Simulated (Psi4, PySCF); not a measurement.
Input for PySCF:
```python
from pyscf import gto, scf, dft

mol = gto.Mole()
mol.atom = '''
    Si    0.042276    0.174106    0.357680
    C    -0.946773    1.323303   -0.793067
    C     1.759986   -0.153379   -0.394195
    C    -0.887149   -1.474418    0.561715
    H     0.198179    0.816165    1.676717
    H    -1.082073    0.882450   -1.776987
    H    -1.933493    1.531068   -0.390131
    H    -0.442258    2.275261   -0.928633
    H     2.350852   -0.806272    0.241215
    H     1.684992   -0.627132   -1.369230
    H     2.317264    0.769795   -0.521987
    H    -1.021120   -1.977604   -0.392021
    H    -1.872706   -1.321189    0.991059
    H    -0.347882   -2.153061    1.215759
'''
mol.basis = '6-31g*'
mol.charge = 0
mol.spin = 0
mol.verbose = 4
mol.build()

mf = dft.RKS(mol)
mf.xc = 'wb97x'
mf.grids.atom_grid = (99, 590)
mf.grids.prune = None
mf.kernel()
```

**Question.** Convert this to an input for Psi4.

**Answer.** One answer among several that fit: 
```
memory 2 GB

molecule mol {
0 1
  Si    0.042276    0.174106    0.357680
  C    -0.946773    1.323303   -0.793067
  C     1.759986   -0.153379   -0.394195
  C    -0.887149   -1.474418    0.561715
  H     0.198179    0.816165    1.676717
  H    -1.082073    0.882450   -1.776987
  H    -1.933493    1.531068   -0.390131
  H    -0.442258    2.275261   -0.928633
  H     2.350852   -0.806272    0.241215
  H     1.684992   -0.627132   -1.369230
  H     2.317264    0.769795   -0.521987
  H    -1.021120   -1.977604   -0.392021
  H    -1.872706   -1.321189    0.991059
  H    -0.347882   -2.153061    1.215759
}

set basis 6-31g*
set reference rks
set scf_type pk
set puream true
set d_convergence 1e-8
set dft_radial_points 99
set dft_spherical_points 590

energy('wb97x')
print_variables()
```

Both were run: PySCF gave -409.798819 Eh and Psi4 -409.798821 Eh, 0.002 mEh apart.
